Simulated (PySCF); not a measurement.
**`InChI=1S/C10H8/c1-2-4-8-5-3-6-9-7-10(8)9/h3,5-6H,7H2,1H3`**

Geometry:
| atom | x (Å) | y (Å) | z (Å) |
| --- | --- | --- | --- |
| C1 | 3.900 | 0.888 | -0.017 |
| C2 | 2.509 | 0.497 | -0.028 |
| C3 | 1.350 | 0.173 | -0.037 |
| C4 | -0.011 | -0.209 | -0.047 |
| C5 | -0.415 | -1.542 | -0.327 |
| C6 | -1.737 | -1.937 | -0.344 |
| C7 | -2.807 | -1.054 | -0.084 |
| C8 | -2.388 | 0.209 | 0.180 |
| C9 | -1.073 | 0.613 | 0.199 |
| C10 | -2.111 | 1.640 | 0.489 |
| H11 | 4.245 | 1.003 | 1.011 |
| H12 | 4.507 | 0.129 | -0.510 |
| H13 | 4.025 | 1.837 | -0.538 |
| H14 | 0.357 | -2.269 | -0.536 |
| H15 | -1.965 | -2.970 | -0.566 |
| H16 | -3.833 | -1.387 | -0.102 |
| H17 | -2.330 | 2.393 | -0.261 |
| H18 | -2.232 | 1.992 | 1.508 |

Method: GIAO B3LYP/pcSseg-1 magnetisability, rotational g tensor and spin-rotation constants, non-relativistic, gas phase (PySCF 2.14.0). Geometry: GFN2-xTB.

(1) What are the magnetisability and the molar susceptibility?

(2) Split it along the inertial axes a, b, c into diamagnetic and paramagnetic parts about the centre of mass, with the quadrupole moment.

(3) And the rotational g tensor?

Results:

(1) Isotropic -1470 × 10⁻³⁰ J/T², or -88.5 × 10⁻⁶ cm³/mol; principal values -2116, -1228, -1067 × 10⁻³⁰ J/T², anisotropy 978 × 10⁻³⁰ J/T² (root of half the summed squared differences of the principal values). The susceptibility is in cgs units.

(2) 
```csv
axis,χ (10⁻⁶ cm³/mol),diamagnetic (10⁻⁶ cm³/mol),paramagnetic (10⁻⁶ cm³/mol),summed x² of all electrons (Å²),quadrupole Θ (D Å)
a,-73.9,-504.5,430.6,376.4,+10.74
b,-64.3,-1664.7,1600.4,103.0,-0.28
c,-127.4,-2033.7,1906.3,16.0,-10.46
```
Anisotropies 2χaa − χbb − χcc = +43.9 and 2χbb − χaa − χcc = +72.7 × 10⁻⁶ cm³/mol. Θ is traceless in Buckingham's convention.

(3) 
| axis | rotational constant (GHz) | g | nuclear part | electronic part |
| --- | --- | --- | --- | --- |
| a | 3.1951 | -0.0425 | 0.6039 | -0.6464 |
| b | 0.7789 | -0.0115 | 0.5741 | -0.5856 |
| c | 0.6313 | +0.0112 | 0.5766 | -0.5654 |

Asymmetric top; isotopes 12C, 1H; no vibrational averaging.
